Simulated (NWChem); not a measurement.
A series in which one site is exchanged, each optimised at PBE0/def2-SVP with NWChem, gas phase unless a solvent is named. This build's default masses of Se (78.918 u) and Br (79.917 u) are each other's, which moves their modes by up to 0.6 %. Some are not confirmed as minima by frequencies. def2 effective core potentials on Cd; no spin-orbit coupling.

A: F[Se][GeH3] (GeH₃SeF; site = Se)
B: [Zn]([GeH3])[F] (ZnGeH₃F; site = Zn)
C: [F][Cd][GeH3] (CdGeH3F; site = Cd)
D: [F][Mg][GeH3] (MgGeH$_{3}$F; site = Mg)

Rank them by vertical ionisation energy, ΔSCF, B3LYP/def2-SVP (eV), lowest first.

A (9.18), D (9.81), C (10.30), B (10.52)
